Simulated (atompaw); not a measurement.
## u(r) = r·R(r): atom against pseudo-atom (As)

Columns: radius, all-electron u(r) and pseudo u(r) of the 4s shell (level -14.49 eV) of arsenic in the configuration [Ar] 3d10 4s2 4p3; PBE, scalar-relativistic, PAW (atompaw) scheme, atompaw 4.2.0.5.

```json
{"r (bohr)": "0.073", "all-electron": "0.0744", "pseudo": "0.0426"}
{"r (bohr)": "0.146", "all-electron": "0.2293", "pseudo": "0.0855"}
{"r (bohr)": "0.219", "all-electron": "0.0685", "pseudo": "0.1288"}
{"r (bohr)": "0.292", "all-electron": "-0.1595", "pseudo": "0.1728"}
{"r (bohr)": "0.365", "all-electron": "-0.3183", "pseudo": "0.2175"}
{"r (bohr)": "0.438", "all-electron": "-0.3760", "pseudo": "0.2629"}
{"r (bohr)": "0.512", "all-electron": "-0.3467", "pseudo": "0.3098"}
{"r (bohr)": "0.585", "all-electron": "-0.2588", "pseudo": "0.3565"}
{"r (bohr)": "0.658", "all-electron": "-0.1381", "pseudo": "0.4036"}
{"r (bohr)": "0.731", "all-electron": "-0.0035", "pseudo": "0.4506"}
{"r (bohr)": "0.804", "all-electron": "0.1317", "pseudo": "0.4970"}
{"r (bohr)": "0.877", "all-electron": "0.2593", "pseudo": "0.5424"}
{"r (bohr)": "0.950", "all-electron": "0.3747", "pseudo": "0.5861"}
{"r (bohr)": "1.023", "all-electron": "0.4753", "pseudo": "0.6274"}
{"r (bohr)": "1.096", "all-electron": "0.5606", "pseudo": "0.6656"}
{"r (bohr)": "1.169", "all-electron": "0.6308", "pseudo": "0.7001"}
{"r (bohr)": "1.242", "all-electron": "0.6868", "pseudo": "0.7302"}
{"r (bohr)": "1.315", "all-electron": "0.7299", "pseudo": "0.7553"}
{"r (bohr)": "1.388", "all-electron": "0.7613", "pseudo": "0.7751"}
{"r (bohr)": "1.462", "all-electron": "0.7827", "pseudo": "0.7894"}
{"r (bohr)": "1.535", "all-electron": "0.7947", "pseudo": "0.7975"}
{"r (bohr)": "1.608", "all-electron": "0.7990", "pseudo": "0.8000"}
{"r (bohr)": "1.681", "all-electron": "0.7967", "pseudo": "0.7969"}
{"r (bohr)": "1.754", "all-electron": "0.7887", "pseudo": "0.7887"}
{"r (bohr)": "1.827", "all-electron": "0.7761", "pseudo": "0.7761"}
{"r (bohr)": "1.900", "all-electron": "0.7596", "pseudo": "0.7596"}
```

How many radial nodes do the two functions have?

The all-electron 4s function has n − l − 1 = 3 (the table is too coarse to show those close to the nucleus); the pseudo-wave has 0, since the states of the same l below it are removed with the core.

Is the pseudo-wave norm-conserving?

No, it belongs to a PAW set: the norm inside the radius is not constrained, and the difference is carried by the augmentation charge.
